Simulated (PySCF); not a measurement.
C₆H₅N₃.

```xyz
14

C      0.6971    -2.1115     0.0000
C     -0.7205    -2.0964     0.0000
C     -1.4447    -0.9102     0.0000
C     -0.6957     0.2772     0.0000
N     -0.9972     1.6091     0.0000
N      0.1319     2.3622     0.0000
N      1.1548     1.5847     0.0000
C      0.7189     0.2756     0.0000
C      1.4331    -0.9348     0.0000
H      1.2142    -3.0734     0.0000
H     -1.2584    -3.0474     0.0000
H     -2.5361    -0.9083     0.0000
H     -1.8991     2.0695     0.0000
H      2.5242    -0.9320     0.0000
```

The structure is a stationary point at B3LYP-D3(BJ)/def2-SVP.

The numbers are results of PBE0/pcSseg-1 in PySCF, not measurements. Non-relativistic, no solvent.

Computed absolute GIAO shielding of each atom: isotropic value and principal components (ppm):
```
atom  σ(iso)     σ11     σ22    σ33   span
----  ------  ------  ------  -----  -----
C1      55.4   -51.9    43.5  174.6  226.6
C2      50.8   -59.3    37.0  174.6  233.9
C3      71.3   -15.3    53.6  175.6  190.9
C4      47.1   -26.5     8.4  159.3  185.8
N5      27.9  -118.1    94.9  106.9  224.9
N6    -157.2  -430.5  -154.2  113.1  543.6
N7    -127.1  -376.0  -184.4  179.2  555.2
C8      35.0   -18.4    -6.0  129.4  147.8
C9      56.5   -38.1    34.8  172.7  210.8
H10     23.7    19.6    24.8   26.6    7.0
H11     23.6    19.5    24.5   26.7    7.2
H12     23.6    18.4    25.3   27.0    8.6
H13     20.4    15.3    22.0   23.8    8.5
H14     22.9    18.6    23.8   26.1    7.5
```
